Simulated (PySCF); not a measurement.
Dimethylsilanol, C2H8OSi.
Geometry (PBE0-D3(BJ)/def2-SVP, Å), atoms numbered from 1 in this order:
```xyz
12
C2H8OSi angstrom
C     -1.5587    0.0160   -0.2077
Si     0.2209    0.4829    0.1556
C      1.3452   -0.9998    0.0310
O      0.8004    1.5878   -0.9633
H     -1.6471   -0.4234   -1.2139
H     -1.9221   -0.7253    0.5224
H     -2.2303    0.8878   -0.1566
H      0.2844    1.0773    1.5335
H      1.0603   -1.7735    0.7611
H      2.3914   -0.7168    0.2219
H      1.2877   -1.4400   -0.9767
H      0.3658    2.4446   -0.9811
```

Theory: TDDFT CAM-B3LYP/def2-SVPD, vertical, gas phase, core orbitals frozen in the response in PySCF 2.14.0, density-fitted response routines.

Transition dipole moments from the ground state, in atomic units and in the frame of the coordinates above (overall signs are arbitrary), for the states with f of 0.002 or more among the lowest 7:

```
state  E (hartree)      μx      μy      μz
   S1       0.2695  -0.291   0.020  -0.124
   S2       0.2962   0.352   0.121  -0.059
   S3       0.3036  -0.397   0.018   0.090
   S4       0.3145  -0.423   0.389  -0.256
   S5       0.3172  -0.205  -0.234   0.030
   S6       0.3291  -0.313  -0.199  -0.253
   S7       0.3312   0.000   0.481   0.356
```

(1) Work out the oscillator strengths.

(2) Which bond between heavy atoms lies closest to the direction of the S4 transition dipole?

(3) What angle do the transition dipoles of S2 and S4 make?

(4) How is the summed strength of these states shared among x, y and z?

Results:

(1) f = (2/3) ΔE |μ|² with ΔE in hartree (27.2114 eV).

```tsv
state	|μ|² (au)	|μ| (D)	f
S1	0.100	0.81	0.018
S2	0.142	0.96	0.028
S3	0.166	1.04	0.034
S4	0.395	1.60	0.083
S5	0.098	0.79	0.021
S6	0.202	1.14	0.044
S7	0.358	1.52	0.079
```

(2) Si2–C3, at 30° from it; next C1–Si2 at 56°.

(3) |cos θ| = |μa·μb| / (|μa| |μb|) = 0.36, so θ ≈ 69° (taken between 0 and 90°, since the signs are arbitrary).

(4) (2/3) Σ ΔE μα² gives 0.139 for x, 0.106 for y and 0.061 for z, 0.306 in all.

All these states lie below the vertical ionisation energy of 10.59 eV (ΔSCF).

One conformer stands for the species.

Without π bonds the low states may be Rydberg-like; a valence basis with one diffuse set may place them up to an eV too high.
